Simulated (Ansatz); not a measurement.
Born–Oppenheimer molecular dynamics of AlClF2 (4 atoms, charge 0, multiplicity 1). It starts from a relaxed structure.

Method: RKS PBE0-D4/def2-SVP in Ansatz 0.2.0.

- ensemble: NVT, Nosé–Hoover chain
- time step: 1 fs
- steps asked: 100
- set temperature: 700 K
- thermostat: time constant 20 fs, chain length 5
- seed: 318767

First frame:

```xyz
4
Properties=species:S:1:pos:R:3
Al 0.000 0.000 0.036
Cl 0.000 0.000 2.103
F 1.419 0.000 -0.799
F -1.419 0.000 -0.799
```

(1) What does the run give?

(2) What happens to the structure?

(3) How do temperature and energy run in time?

Answers

(1) The run went to its last step.

| Item | Value |
| --- | --- |
| steps done | 100 |
| time covered | 100 fs |
| mean temperature over the second half | 822 K |
| spread of the potential energy over the second half | 26.0 meV per atom |
| mean potential energy of the second half above the start | 53.1 meV per atom |

The conserved energy stayed within 0.18 meV per atom of its start (net change 0.0095 meV per atom), so the integration is sound. The mean temperature of the second half is 17 % above the set value. A run of 0.1 ps of so small a system gives no equilibrium averages.

(2) The same pairs are bonded in the first frame and the last. Pairs count as bonded within 1.25 times the sum of covalent radii (0.12 Å more for H–H). The details hang on the random start.

(3) 
```tsv
time (fs)	T (K)	potential energy less start (eV)	conserved less start (meV/atom)
0	700	0.000	0.00
8	456	0.065	0.04
16	220	0.135	0.07
24	471	0.107	0.03
32	873	0.132	0.04
40	601	0.320	0.14
48	216	0.447	0.18
56	645	0.357	0.16
64	1658	0.124	0.07
72	1344	0.095	0.01
80	349	0.263	0.13
88	416	0.226	0.05
96	714	0.140	0.03
```

Run time: 2.8 min on 1 thread of Arm Neoverse V1, with other jobs on the host, peak memory 0.11 GiB.
